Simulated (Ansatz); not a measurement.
# F2GaH2Si+: where a starting geometry ends

The starting geometry of this gas-phase singlet was optimised with GFN2-xTB.

```xyz
6

F    -2.9802    0.2885   -0.9971
F     0.6411   -1.1434   -1.6787
Ga   -0.4448   -0.4239   -2.8195
Si   -1.5854    1.0531   -1.0553
H    -1.6050    1.8254    0.2022
H    -0.7337   -0.7796   -4.2953
```

Q: Where would you expect an optimisation with PBE0-D3(BJ)/def2-SVP to take it?

A: It rearranges, giving a structure given below by its coordinates. Contacts that open: F2–Ga3 (1.73 → 3.17 Å). Contacts that close: F2–Si4 (3.19 → 1.60 Å).

The energy falls by 1.71 eV over 25 steps:

```json
{"step": "1", "E − E(last) (eV)": "1.711"}
{"step": "4", "E − E(last) (eV)": "1.530"}
{"step": "6", "E − E(last) (eV)": "1.510"}
{"step": "9", "E − E(last) (eV)": "1.501"}
{"step": "12", "E − E(last) (eV)": "1.372"}
{"step": "14", "E − E(last) (eV)": "0.904"}
{"step": "17", "E − E(last) (eV)": "0.259"}
{"step": "20", "E − E(last) (eV)": "0.044"}
{"step": "22", "E − E(last) (eV)": "0.005"}
{"step": "25", "E − E(last) (eV)": "0.000"}
```

Final geometry (Å):

```xyz
6

F    -2.8272   -0.0490   -0.9009
F    -0.3545   -0.6535   -0.1898
Ga   -0.7473   -0.1344   -3.2925
Si   -1.2941    0.3919   -0.9457
H    -1.0643    1.7909   -0.5553
H    -0.4205   -0.5258   -4.7596
```

No frequencies were run, so the end isn't proven a minimum. Run with Ansatz 0.2.0, 32 s on 2 threads of Intel(R) Xeon(R) 6975P-C (Granite Rapids), on a shared host.
